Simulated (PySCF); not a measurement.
**A small calculation by hand: chemical shift, span and skew from a shielding tensor**

SiHF2Br, SMILES F[SiH](F)Br. Atoms are numbered in the order given.

```xyz
5

Si    -0.9225    -0.3734     0.0000
F     -1.5863     0.3086    -1.2957
F     -1.5863     0.3086     1.2957
Br     1.2190     0.0425     0.0000
H     -1.1969    -1.8164     0.0000
```

Geometry: ωB97X-D3(BJ)/def2-SVP.

GIAO shieldings from PBE0/pcSseg-1 (PySCF), non-relativistic, no solvent. The symmetric part of the tensor of Si1 has the principal values 336.8, 365.1, 401.9 ppm. The same nucleus in TMS has σ = 352.7 ppm at this level (PySCF, at its B3LYP-D3(BJ)/def2-TZVP geometry). Without spin–orbit terms, shifts of atoms bonded to Cl or Br come out too high.

Task: Work out the isotropic shielding, the ²⁹Si shift against TMS, the span and the skew.

Result: 
σ(iso) = (σ11 + σ22 + σ33)/3 = 367.9 ppm. δ = σ(ref) − σ(iso) = 352.7 − (367.9) = -15.2 ppm.
Span Ω = σ33 − σ11 = 65.1 ppm. Skew κ = 3(σ(iso) − σ22)/Ω = 0.13. Tumbling in solution averages the tensor to δ; in a static solid the shielding alone would spread this spin-1/2 line over Ω.
